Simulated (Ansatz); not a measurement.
Basis sets compared for Zn₂Se⁺. Total charge 1; doublet. Geometry r2SCAN-D4/def2-TZVP. Ansatz on 4 threads of Arm Neoverse V1 on a shared host; times are rough, and most runs start from earlier orbitals.

```xyz
3

Zn    0.0933   -0.7758   -1.7843
Zn   -0.8038    1.0975    1.3942
Se    0.7105   -0.3217    0.3901
```

The structure comes from a short search, and lower isomers may exist.

```
           level  functions  energy (Eh)  HOMO (eV)  LUMO (eV)  wall time
 PBE-D4/def2-SVP         94   -5958.3796      -9.84      -9.36      1.5 s
PBE0-D4/def2-SVP         94   -5958.5060     -10.39      -8.81      2.5 s
```

Q: Estimate the rows for PBE-D4/def2-TZVP (with forces), PBE0-D4/def2-TZVP.

A: 
```json
{"level": "PBE-D4/def2-TZVP (with forces)", "functions": "144", "energy (Eh)": "-5959.2058", "HOMO (eV)": "-10.13", "LUMO (eV)": "-9.64", "wall time": "3 s"}
{"level": "PBE0-D4/def2-TZVP", "functions": "144", "energy (Eh)": "-5959.3129", "HOMO (eV)": "-10.62", "LUMO (eV)": "-9.04", "wall time": "4.5 s"}
```
